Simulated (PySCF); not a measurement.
A side-by-side comparison of computed properties.

First species: MoO3 (singlet state).
SMILES: `[O]=[Mo](=[O])=[O]`

Second species: C₄H₄N₂.
Cartesian coordinates in Å at the PBE0-D3(BJ)/def2-SVP level; atoms count from 1:
```xyz
10
C4H4N2 angstrom
C     -1.004   -0.310    0.508
C      0.128    0.302   -0.332
C      0.790   -0.710   -1.165
N      1.271   -1.527   -1.825
C      1.109    1.001    0.506
N      1.846    1.567    1.193
H     -0.605   -1.064    1.201
H     -1.502    0.477    1.089
H     -1.738   -0.789   -0.153
H     -0.296    1.054   -1.022
```

Levels: wB97X-D/def2-SVPD for dipole moment, HOMO energy, LUMO energy, HOMO–LUMO gap and static isotropic polarisability; TDDFT wB97X-D/def2-SVPD for lowest singlet excitation; TDA wB97X-D/def2-SVPD for lowest triplet excitation (Tamm–Dancoff). Geometries: PBE0-D3(BJ)/def2-SVP. Each structure is a single optimised conformer of the isolated species (atoms past krypton carry core potentials, spin–orbit coupling is left out). Electronic properties by PySCF.

Question: Which of the two has the higher LUMO energy, and by how much?

Answer: The second: 1.26 eV against -2.90 eV, a difference of 4.16 eV.

Question: Which of the two has the higher dipole moment, and by how much?

Answer: The first: 5.10 D against 4.36 D, a difference of 0.74 D.

Question: Which of the two has the higher S1 energy, and by how much?

Answer: The second: 7.53 eV against 2.93 eV, a difference of 4.60 eV.

Question: Which of the two has the higher HOMO–LUMO gap, and by how much?

Answer: The second: 13.14 eV against 8.19 eV, a difference of 4.95 eV.

Question: Which of the two has the higher T1 energy, and by how much?

Answer: The second: 6.34 eV against 2.80 eV, a difference of 3.54 eV.

Question: Which of the two has the higher HOMO energy, and by how much?

Answer: The first: -11.09 eV against -11.88 eV, a difference of 0.79 eV.

Question: Which of the two has the higher static isotropic polarisability, and by how much?

Answer: The second: 54.0 au against 42.3 au, a difference of 11.7 au.

On the first: The 10 singlets span 2.93 to 5.12 eV, and their oscillator strengths add up to 0.03. 3 of the 10 computed singlets lie in the visible range (750 to 380 nm, 1.65 to 3.26 eV), with an oscillator strength of 0.019 in sum. Atoms past krypton carry effective core potentials; spin–orbit coupling is left out.

On the second: No computed singlet falls in the visible range (750 to 380 nm, 1.65 to 3.26 eV); S1 lies 4.27 eV above its blue end. The principal polarisabilities are 42.6, 54.0 and 65.3 au; their mean is the isotropic value.
